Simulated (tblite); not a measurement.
Species: C₅H₈NO (doublet state).
Bonds: C1–N2, N2–C3 (double), C3–C4, C4–C5, C5–C6, C6–O7, C1–O7. Hydrogens: H8 on C1; H9 on C3; H10, H11 on C4; H12, H13 on C5; H14, H15 on C6.

Structure optimised with GFN2-xTB, isolated species. This method treats the open shell by occupation alone, without spin polarisation.

Some entries are withheld. Bonds in one row agree within 0.01 Å.

| coordinate | value |
| --- | --- |
| C1–N2 | ? |
| N2=C3 | 1.306 Å |
| C3–C4 | ? |
| C4–C5 | ? |
| C5–C6 | 1.529 Å |
| C6–O7 | 1.414 Å |
| C1–O7 | 1.357 Å |
| C1–H8 | 1.081 Å |
| C3–H9 | 1.082 Å |
| C4–H10, C4–H11 | 1.097 Å |
| C5–H12, C5–H13 | 1.092 Å |
| C6–H14, C6–H15 | 1.096 Å |
| N2–C1–O7 | 131.8° |
| C1–N2–C3 | 132.6° |
| N2–C3–C4 | ? |
| C3–C4–C5 | 113.4° |
| C4–C5–C6 | ? |
| C5–C6–O7 | 112.9° |
| C1–O7–C6 | ? |

Estimate the withheld lengths and angles.

- C1–N2 = 1.287 Å, drawn single in a drawing that doesn't fit all lengths (ends: carbon bonded to N, O and H; nitrogen bonded to 2 C); 0.15 Å below the sum of covalent radii, 1.44 Å.
- C3–C4 = 1.498 Å, drawn single in a drawing that doesn't fit all lengths (ends: carbon bonded to C, N and H; carbon bonded to 2 C and 2 H); 0.01 Å above the sum of covalent radii, 1.49 Å.
- C4–C5 = 1.526 Å, drawn single in a drawing that doesn't fit all lengths (both ends carbon bonded to 2 C and 2 H); 0.01 Å above the sum of covalent radii, 1.52 Å.
- N2–C3–C4 = 129.0°, at the carbon bonded to C, N and H, inside a 7-membered ring; the outer atoms are 2.532 Å apart.
- C4–C5–C6 = 111.6°, at the carbon bonded to 2 C and 2 H, inside a 7-membered ring; the outer atoms are 2.527 Å apart.
- C1–O7–C6 = 118.5°, at the oxygen bonded to 2 C, inside a 7-membered ring; the outer atoms are 2.382 Å apart.

Radii are Cordero's, carbon taken as 0.76, 0.73 or 0.69 Å for four, three, and two or fewer neighbours.

Its GFN2-xTB frequencies are all real (lowest 133 cm⁻¹). Torsions: O7–C1–N2–C3 -14°, N2–C3–C4–C5 -1°, C3–C4–C5–C6 53°, C4–C5–C6–O7 -89°.

One conformer stands for the species.

All values are computed, not measured.
